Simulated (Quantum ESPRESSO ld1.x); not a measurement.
The aim is the tin ion Sn3+ in [Kr] 4d10 5s1. What will ld1.x (Quantum ESPRESSO 7.5) do with this input?

```
 &input
    zed=50.0,
    iswitch=1,
    rel=2,
    dft='PBESOL',
    config='[Kr] 4d10 5s1',
    verbosity='high',
    lsmall=.true.,
    rmax=6.0,
    prefix='ld1',
    max_out_wfc=37,
    file_charge='ld1.rho',
 /
```

Answer. Harmless. The energy moves by -3.3e-05 hartree against the default mesh (-6174.34 hartree).

Output (excerpt):

```
     Program LD1 v.7.5 starts

 classical turning point too close to mesh           5           0          -1
     --------------------------- All-electron run ----------------------------

     dirac relativistic calculation

     atomic number is 50.00
     dft =PBESOL   lsd =0 sic =0 latt =0  beta=0.20 tr2=1.0E-14
     Exchange-correlation= PBESOL
                           (   1   4  10   8   0   0   0)
     mesh =1713 r(mesh) =   5.95349 a.u. xmin = -8.00 dx = 0.00800
     1 Ry =  13.60569312 eV, c = 137.03599908

     n l j   nl                  e(Ry)          e(Ha)          e(eV)
     Spin orbit split results
     1 0 0.5 1S 1( 2.00)   -2132.191002925   -1066.095501462 -29009.9364654
     2 0 0.5 2S 1( 2.00)    -323.658385190    -161.829192595  -4403.5966656
     2 1 0.5 2P 1( 2.00)    -302.510023013    -151.255011507  -4115.8585397
     2 1 1.5 2P 1( 4.00)    -285.571375769    -142.785687885  -3885.3965034
     3 0 0.5 3S 1( 2.00)     -64.201674643     -32.100837321   -873.5082832
     3 1 0.5 3P 1( 2.00)     -55.610096620     -27.805048310   -756.6139091
     3 1 1.5 3P 1( 4.00)     -52.517122404     -26.258561202   -714.5318511
     4 0 0.5 4S 1( 2.00)     -11.994652906      -5.997326453   -163.1955666
     4 1 0.5 4P 1( 2.00)      -9.135801524      -4.567900762   -124.2989120
     4 1 1.5 4P 1( 4.00)      -8.576704112      -4.288352056   -116.6920042
     3 2 1.5 3D 1( 4.00)     -37.319486181     -18.659743091   -507.7574765
     3 2 2.5 3D 1( 6.00)     -36.680790226     -18.340395113   -499.0675753
     4 2 1.5 4D 1( 4.00)      -4.092496112      -2.046248056    -55.6812462
     4 2 2.5 4D 1( 6.00)      -4.014206100      -2.007103050    -54.6160563
     5 0 0.5 5S 1( 1.00)      -2.642497351      -1.321248675    -35.9530080
     Averaged results
     1 0     1S 1( 2.00)   -2132.191002925   -1066.095501462 -29009.9364654
     2 0     2S 1( 2.00)    -323.658385190    -161.829192595  -4403.5966656
     2 1     2P 1( 6.00)    -291.217591517    -145.608795759  -3962.2171822
     3 0     3S 1( 2.00)     -64.201674643     -32.100837321   -873.5082832
     3 1     3P 1( 6.00)     -53.548113809     -26.774056905   -728.5592038
     4 0     4S 1( 2.00)     -11.994652906      -5.997326453   -163.1955666
     4 1     4P 1( 6.00)      -8.763069916      -4.381534958   -119.2276401
     3 2     3D 1(10.00)     -36.936268608     -18.468134304   -502.5435358
     4 2     4D 1(10.00)      -4.045522105      -2.022761052    -55.0421323
     5 0     5S 1( 1.00)      -2.642497351      -1.321248675    -35.9530080

     final scf error:  8.4E-15 reached in  35 iterations

     Etot =  -12348.686558 Ry,   -6174.343279 Ha, -168012.439774 eV

     Ekin =   13002.353465 Ry,    6501.176732 Ha,  176906.031117 eV
     Encl =  -29880.404975 Ry,  -14940.202487 Ha, -406543.620481 eV
     Eh   =    4852.703167 Ry,    2426.351584 Ha,   66024.390108 eV
     Exc  =    -323.338214 Ry,    -161.669107 Ha,   -4399.240517 eV
```

Run on one thread of a shared host, so times are rough (Intel(R) Xeon(R) Processor @ 2.60GHz): 0.71 s of CPU time, 0.75 s wall, 35 iterations on 1713 mesh points.
